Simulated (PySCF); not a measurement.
HO3W (SMILES [O]=[W+](=[O])[OH]), charge +1, singlet, at a GFN2-xTB geometry (such geometries of metal compounds can be far from the true shape) (the multiplicity is a formal guess) (core potentials on W); HF/def2-SVP (PySCF).

Input for PySCF:
```python
from pyscf import gto, scf

mol = gto.M(
    atom='''
W     0.074112    0.070371    0.099213
O     1.381186   -0.663937   -0.778060
O    -0.752174   -1.076807    1.108416
O    -1.098515    0.921012   -1.040707
H    -1.728287    1.350414   -1.658919
''',
    basis='def2-svp',
    ecp={'W': 'def2-svp'},
    charge=1,
    spin=0,
    verbose=4,
)

mf = scf.RHF(mol)
mf.kernel()
mf.analyze()
```

### Question
Predict the main parts of the log of this PySCF run.

### Answer

```
PySCF version 2.14.0

[INPUT] verbose = 4
[INPUT] num. atoms = 5
[INPUT] num. electrons = 38
[INPUT] charge = 1
[INPUT] spin (= nelec alpha-beta = 2S) = 0
[INPUT] symmetry False subgroup None
[INPUT] Mole.unit = angstrom
[INPUT] Symbol           X                Y                Z      unit          X                Y                Z       unit  Magmom
[INPUT]  1 W      0.074112000000   0.070371000000   0.099213000000 AA    0.140051382544   0.132981917112   0.187485397996 Bohr   0.0
[INPUT]  2 O      1.381186000000  -0.663937000000  -0.778060000000 AA    2.610063267084  -1.254659093965  -1.470320308479 Bohr   0.0
[INPUT]  3 O     -0.752174000000  -1.076807000000   1.108416000000 AA   -1.421402858019  -2.034870319015   2.094602672086 Bohr   0.0
[INPUT]  4 O     -1.098515000000   0.921012000000  -1.040707000000 AA   -2.075892493727   1.740460437438  -1.966651205918 Bohr   0.0
[INPUT]  5 H     -1.728287000000   1.350414000000  -1.658919000000 AA   -3.265989094646   2.551912614778  -3.134902572837 Bohr   0.0

nuclear repulsion = 144.246185177879
number of shells = 33
number of NR pGTOs = 136
number of NR cGTOs = 79
basis = def2-svp
ecp = {'W': 'def2-svp'}

******** <class 'pyscf.scf.hf.RHF'> ********
method = RHF
initial guess = minao
damping factor = 0
level_shift factor = 0
DIIS = <class 'pyscf.scf.diis.CDIIS'>
diis_start_cycle = 1
diis_space = 8
diis_damp = 0
SCF conv_tol = 1e-09
SCF conv_tol_grad = None
SCF max_cycles = 50
direct_scf = True
direct_scf_tol = 1e-13
Set gradient conv threshold to 3.16228e-05
Initial guess from minao.
init E= -278.162161687235
  HOMO = -0.662467417229058  LUMO = -0.28796132542303  gap/eV = 10.19083
cycle= 1 E= -290.589532082684  delta_E= -12.4  |g|= 1.54  |ddm|= 7.47
  HOMO = -0.549347453147732  LUMO = -0.471975332788077  gap/eV = 2.10540
cycle= 2 E= -289.376916492413  delta_E= 1.21  |g|= 2.94  |ddm|= 3.08
  HOMO = -0.708873680456206  LUMO = -0.314243569187319  gap/eV = 10.73843
cycle= 3 E= -291.051318666899  delta_E= -1.67  |g|= 0.224  |ddm|= 2.03
  HOMO = -0.706320829034645  LUMO = -0.308154462984465  gap/eV = 10.83466
cycle= 4 E= -291.060338736245  delta_E= -0.00902  |g|= 0.119  |ddm|= 0.228
  HOMO = -0.717839665082067  LUMO = -0.306563564393667  gap/eV = 11.19139
cycle= 5 E= -291.063511259542  delta_E= -0.00317  |g|= 0.0227  |ddm|= 0.0931
  HOMO = -0.716959484440344  LUMO = -0.303108472888741  gap/eV = 11.26146
cycle= 6 E= -291.064128101486  delta_E= -0.000617  |g|= 0.0145  |ddm|= 0.0514
  HOMO = -0.720182238610382  LUMO = -0.302969043386579  gap/eV = 11.35295
cycle= 7 E= -291.064486439819  delta_E= -0.000358  |g|= 0.00939  |ddm|= 0.0478
  HOMO = -0.721505587423708  LUMO = -0.301107261686258  gap/eV = 11.43962
cycle= 8 E= -291.064656461493  delta_E= -0.00017  |g|= 0.00309  |ddm|= 0.0482
  HOMO = -0.72196974566553  LUMO = -0.300755560566671  gap/eV = 11.46182
cycle= 9 E= -291.064671516032  delta_E= -1.51e-05  |g|= 0.00102  |ddm|= 0.0146
  HOMO = -0.721887340654433  LUMO = -0.300765162938408  gap/eV = 11.45932
cycle= 10 E= -291.064673184435  delta_E= -1.67e-06  |g|= 0.000437  |ddm|= 0.00406
  HOMO = -0.721818768717862  LUMO = -0.300784170814627  gap/eV = 11.45693
cycle= 11 E= -291.064673496121  delta_E= -3.12e-07  |g|= 0.000206  |ddm|= 0.00163
  HOMO = -0.721808909270051  LUMO = -0.300765155515673  gap/eV = 11.45718
cycle= 12 E= -291.064673552475  delta_E= -5.64e-08  |g|= 0.000147  |ddm|= 0.000716
  HOMO = -0.721787677400013  LUMO = -0.300779687083345  gap/eV = 11.45621
cycle= 13 E= -291.064673571048  delta_E= -1.86e-08  |g|= 8.35e-05  |ddm|= 0.000342
  HOMO = -0.721781380368582  LUMO = -0.300779229118568  gap/eV = 11.45605
cycle= 14 E= -291.064673579191  delta_E= -8.14e-09  |g|= 5.13e-05  |ddm|= 0.000242
  HOMO = -0.721780167809168  LUMO = -0.300774606215413  gap/eV = 11.45614
cycle= 15 E= -291.064673581844  delta_E= -2.65e-09  |g|= 2.37e-05  |ddm|= 0.000165
  HOMO = -0.721779403705285  LUMO = -0.300774962299869  gap/eV = 11.45611
cycle= 16 E= -291.064673582371  delta_E= -5.27e-10  |g|= 1.32e-05  |ddm|= 6.75e-05
  HOMO = -0.721777414842201  LUMO = -0.300775275469029  gap/eV = 11.45605
Extra cycle  E= -291.064673582484  delta_E= -1.13e-10  |g|= 1.06e-05  |ddm|= 2.41e-05
converged SCF energy = -291.064673582484
**** SCF Summaries ****
Total Energy =                        -291.064673582484033
Nuclear Repulsion Energy =             144.246185177878573
One-electron Energy =                 -700.070530176768898
Two-electron Energy =                  264.759671416406320
Two-electron Coulomb Energy =          296.124357494647597
DFT Exchange-Correlation Energy =      -31.364686078241277
HOMO-LUMO gap [eV] =                    11.456051729729223
**** MO energy ****
MO #1   energy= -20.847297387292   occ= 2
MO #2   energy= -20.8472567007553  occ= 2
MO #3   energy= -20.8447773556309  occ= 2
MO #4   energy= -3.87263297412272  occ= 2
MO #5   energy= -2.36438823938484  occ= 2
MO #6   energy= -2.3566004880793   occ= 2
MO #7   energy= -2.3464336250764   occ= 2
MO #8   energy= -1.56018499874379  occ= 2
MO #9   energy= -1.48676555324971  occ= 2
MO #10  energy= -1.46576054737984  occ= 2
MO #11  energy= -1.00035957083045  occ= 2
MO #12  energy= -0.860637716510285 occ= 2
MO #13  energy= -0.847129488631879 occ= 2
MO #14  energy= -0.821420361960564 occ= 2
MO #15  energy= -0.807245629601687 occ= 2
MO #16  energy= -0.747874469166861 occ= 2
MO #17  energy= -0.744754824813232 occ= 2
MO #18  energy= -0.732304694694798 occ= 2
MO #19  energy= -0.721777414842201 occ= 2
MO #20  energy= -0.300775275469029 occ= 0
MO #21  energy= -0.222900065513599 occ= 0
MO #22  energy= -0.193847979924641 occ= 0
MO #23  energy= -0.129601649850486 occ= 0
MO #24  energy= -0.103767823579452 occ= 0
MO #25  energy= -0.101028758577881 occ= 0
MO #26  energy= -0.0614840581676184 occ= 0
MO #27  energy= -0.031761160900709 occ= 0

WARN: System has nonzero charge 1; the dipole moment is origin-dependent.
Location of origin: [0. 0. 0.]

Dipole moment(X, Y, Z, Debye): -0.68458,  5.74864,  0.48401
```
